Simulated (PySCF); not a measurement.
**Sc⁵⁺: ionisation energy**

Sc⁵⁺ [Ne] 3s2 3p4 (3P) → Sc⁶⁺ [Ne] 3s2 3p3 (4S), as a difference of total energies. Calculation: PySCF 2.14, in an even-tempered Gaussian basis (21 s from 0.09 bohr⁻², ratio 2.5; 13 p from 0.12 bohr⁻², ratio 2.5; 5 d from 1.9 bohr⁻², ratio 2.7; 5 f from 2.9 bohr⁻², ratio 2.7); scalar relativity by spin-free X2C-1e. Correlated levels: outer shells: 1s2 frozen; virtual orbitals above 40 to 60 times the deepest correlated orbital energy dropped. The calculations carry no spin-orbit coupling.

| method | ionisation energy (eV) |
| --- | --- |
| UHF | 109.32 |
| MP2 (outer shells) | 110.15 |
| SCS-MP2 (outer shells) | 110.22 |
| CCSD (outer shells) | 110.20 |
| CCSD(T) (outer shells) | 110.20 |

Question: How much does correlation contribute at CCSD(T) (outer shells)?

Answer: 110.20 − (109.32) = 0.88 eV, measured against UHF.

The reference lies between the lowest fine-structure levels, while these numbers refer to the centres of the terms.

For comparison: 110.68 ± 0.05 eV (semi-empirical (NIST evaluation); NIST Atomic Spectra Database, ionization energies).
